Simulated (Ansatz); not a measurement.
Coupled-cluster diagnostics for `CCCCCCCCCCCC[SeH]`, Ansatz.

Geometry of the singlet (PBE-D4/def2-SVP):

```xyz
39

C     4.932    4.379   -1.783
C     3.780    4.183   -0.796
C     2.907    2.963   -1.107
C     1.750    2.762   -0.126
C     0.871    1.547   -0.438
C    -0.288    1.363    0.548
C    -1.235    0.198    0.231
C    -0.597   -1.193    0.338
C    -1.557   -2.361    0.068
C    -2.654   -2.540    1.126
C    -3.644   -3.682    0.841
C    -3.013   -5.072    0.888
Se   -4.271   -6.552    0.519
H     5.610    3.500   -1.793
H     4.556    4.515   -2.819
H     5.544    5.269   -1.531
H     4.184    4.087    0.237
H     3.141    5.094   -0.781
H     3.543    2.049   -1.120
H     2.501    3.056   -2.141
H     2.156    2.665    0.907
H     1.117    3.678   -0.110
H     0.462    1.643   -1.470
H     1.508    0.635   -0.453
H     0.123    1.233    1.575
H    -0.878    2.306    0.581
H    -1.651    0.328   -0.794
H    -2.107    0.258    0.918
H    -0.150   -1.313    1.352
H     0.254   -1.263   -0.373
H    -0.962   -3.297   -0.009
H    -2.032   -2.224   -0.930
H    -3.236   -1.599    1.220
H    -2.180   -2.700    2.121
H    -4.470   -3.639    1.583
H    -4.121   -3.532   -0.152
H    -2.525   -5.267    1.865
H    -2.237   -5.200    0.106
H    -5.128   -6.275    1.702
```

Correlated methods freeze 21 core orbitals; core or outer-core shells of Se are correlated, in sets that lack core-valence functions.

**Question.** Estimate the CCSD(T) correlation energy, the shares of MP2 and (T), T1 and the reference's ⟨S²⟩ for: charge 0, singlet, own geometry in def2-SVP; and the rough time on 2 threads of AMD EPYC 7R13 on a shared host and a share (18 GiB) of an NVIDIA H100 80GB HBM3.

**Answer.** 
```tsv
state	basis	correlation (eV)	MP2 share (%)	(T) share (%)	T1	⟨S²⟩ (pure)	wall time
charge 0, singlet, own geometry	def2-SVP	-59.876	89.6	3.0	0.007	0.00 (0.00)	27 s
```
Customary marks for T1 are 0.02 (closed shells), 0.045 (open shells) and about 0.05 (3d metals). T1 stays under 0.02 throughout.
